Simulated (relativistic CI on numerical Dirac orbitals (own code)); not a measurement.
# What each ingredient does to the levels of Re XXXVII

Base calculation: Dirac-Coulomb-Breit CI, orbitals from a KLI potential per configuration, model QED (radiative potential, 1s self-energy scaled to tabulated hydrogen-like ionisation energies), unscaled Slater integrals.

Configuration list (outside the closed core [Ar] 3d10): 4s²4p⁶4d³, 4s²4p⁶4d²4f, 4s²4p⁵4d⁴, 4s4p⁶4d⁴, 4s²4p⁵4d³4f, 4s4p⁶4d³4f, 4s²4p⁶4d²5s, 4s²4p⁶4d4f5s, 4s²4p⁶4d²5p, 4s²4p⁶4d²5d, 4s²4p⁵4d³5s, 4p⁶4d⁴4f, 4s²4p⁶4d²5f, 4s²4p⁵4d³5p, 4s²4p⁶4d5s5p, 4s4p⁶4d²4f5s, 4s²4p⁶4d²5g, 4s4p⁶4d³5s, 4s²4p⁶4d²6s, 4s²4p⁶4d²6p, 4s²4p⁶4d²6f, 4s²4p⁶4d²7p, 4s²4p⁶4d4f², 4s²4p⁶4f³, 4s²4p⁵4d4f³, 4s4p⁶4d4f³, 4s²4p⁶4f²5s, 4s²4p⁶4d5s², 4s²4p⁶4f5s², 4s²4p⁵4d4f5s², 4s4p⁶4d4f5s², 4s²4p⁶4d5p², 4s²4p⁶4f5p², 4s²4p⁵4d4f5p², 4s4p⁶4d4f5p², 4s²4p⁶5s5p². Double excitations out of closed p, d and f shells are left out; levels of such configurations are missing from the list, as are those of other unlisted configurations, and high levels can miss mixing partners. These lack a partner that the ground configuration has and come out too high: 4s²4p⁶4d²5p, 4s²4p⁶4d²5d, 4s²4p⁵4d³5s, 4s²4p⁶4d²5f, 4s²4p⁵4d³5p.

Variants: (1) P86 correlation estimate; (2) only the first 3 configurations. Shifts of the energy above 4s²4p⁶4d³ ⁴F3/2, in cm⁻¹, for the lowest level and the first level of each name with at least 55 % of one term (blank where a level changes its place among those of its configuration and J or its character, or is not in the variant):

```csv
Level,Base,Δ(1),Δ(2)
4s²4p⁶4d³ ⁴F3/2,0,0,0
4s²4p⁶4d³ ⁴F5/2,129386,+9,+191
4s²4p⁶4d³ ⁴P1/2,167746,+5,+2095
4s²4p⁶4d³ ⁴F7/2,291163,+12,+805
4s²4p⁶4d³ ²P1/2,331137,+2,+1482
4s²4p⁶4d³ ²H11/2,337954,+23,+2357
4s²4p⁶4d³ ²F7/2,367099,+14,+4314
4s²4p⁶4d³ ²D3/2,430226,-25,-325
4s²4p⁵4d⁴ ⁴I°15/2,1640716,+1450,-31223
```

At this charge energies of transitions that change n are usually good to better than 1 %, and those within a shell (Δn = 0) to a few per cent. Terms inside the open d or f shell come out 10 to 20 % too wide with unscaled integrals.

Ionisation energy from the two ground configurations alone: base 1583.17 eV; P86 correlation estimate 1585.17 eV. The NIST ASD value (theoretical) is 1583 eV.

LS names give the leading component of a level, which can be under half, so a name can repeat, a term be missing and a line seem to break the LS rules.
